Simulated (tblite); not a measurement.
C6H7FSi.
SMILES with atom numbers: `[CH:1]#[C:2]/[CH:3]=[C:4]([F:5])/[CH:6]=[CH:7]/[SiH3:8]` (hydrogens: H9 on C1; H10 on C3; H11 on C6; H12 on C7; H13, H14, H15 on Si8)

Computed geometry: GFN2-xTB, gas phase.

Task: What internal coordinates does the optimisation give?

Result: 
```
                     bond  length (bohr)
                    C1≡C2          2.272
                    C2–C3          2.650
                    C3=C4          2.543
                    C4–F5          2.557
                    C4–C6          2.723
                    C6=C7          2.528
                   C7–Si8          3.545
                    C1–H9          1.982
                   C3–H10          2.041
                   C6–H11          2.043
                   C7–H12          2.048
Si8–H13, Si8–H14, Si8–H15          2.767
```

Bonds in one row agree within 0.02 bohr and their mean is given. A selection of angles:
```
      angle  degrees
   C2–C1–H9    179.7
   C1–C2–C3    179.3
   C2–C3–C4    123.6
  C2–C3–H10    117.2
  C4–C3–H10    119.1
   C3–C4–F5    119.0
   C3–C4–C6    125.5
   F5–C4–C6    115.5
   C4–C6–C7    124.1
  C4–C6–H11    114.9
  C7–C6–H11    121.0
  C6–C7–Si8    125.4
  C6–C7–H12    117.2
 Si8–C7–H12    117.4
 C7–Si8–H13    109.6
 C7–Si8–H14    108.4
H13–Si8–H14    110.3
```

Torsions: C2–C3–C4–F5 0° (synperiplanar); C3–C4–C6–C7 180° (antiperiplanar); C4–C6–C7–Si8 180° (antiperiplanar).

Si8 (SiH3 silicon) is tetrahedral (angles from 108.4° to 110.3°). The 8 heavy atoms lie in one plane (0.000 Å rms). The C–C distances run from 1.202 Å (C1≡C2, drawn triple) to 1.441 Å (C4–C6, drawn single), a spread of 0.239 Å. Of the pairs four or more bonds apart, F5···H12 is among the closest relative to their van der Waals radii: 2.41 Å, 90 % of the sum of Bondi's values.

Point group: Cs (tolerance 0.08 Å). Its GFN2-xTB frequencies are all real (lowest 52 cm⁻¹). One conformer, not necessarily the lowest. 2 starts were optimised and ended at 0.00 and 0.42 kcal/mol (GFN2-xTB); the lowest of these is shown.
